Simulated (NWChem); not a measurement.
System: AlF$_{2}$, doublet; SMILES [F][Al][F]

Here is an NWChem input.

```
start job
memory heap 200 mb stack 900 mb global 1100 mb
geometry units angstroms noautoz
  Al     0.000000     0.000000     0.507738
  F     -1.434552     0.000000    -0.331077
  F      1.434552     0.000000    -0.331077
end
basis spherical
  * library def2-tzvp
end
dft
  odft
  mult 2
  xc b3lyp
  iterations 150
  mulliken
end
task dft energy
```

In the optimisation the excess spin sits in a1 (C2v, its own frame). All runs use the structure optimised with PBE0/def2-SVP, spin-unrestricted. The spin multiplicity was typed, not searched, and may not be the lowest. No stability test was run on the SCF state.

Problem. Predict the main results of this run. (B3LYP/def2-TZVP, spin-unrestricted.) Quantities: energy (Ha); highest occupied level (eV); lowest empty minus highest occupied level, either spin (eV); dipole (D); <S²>.

Solution. 
```json
{
 "energy (Ha)": "-442.35",
 "highest occupied level (eV)": "-6.87",
 "lowest empty minus highest occupied level, either spin (eV)": "3.06",
 "dipole (D)": "1.96",
 "<S²>": "0.751"
}
```
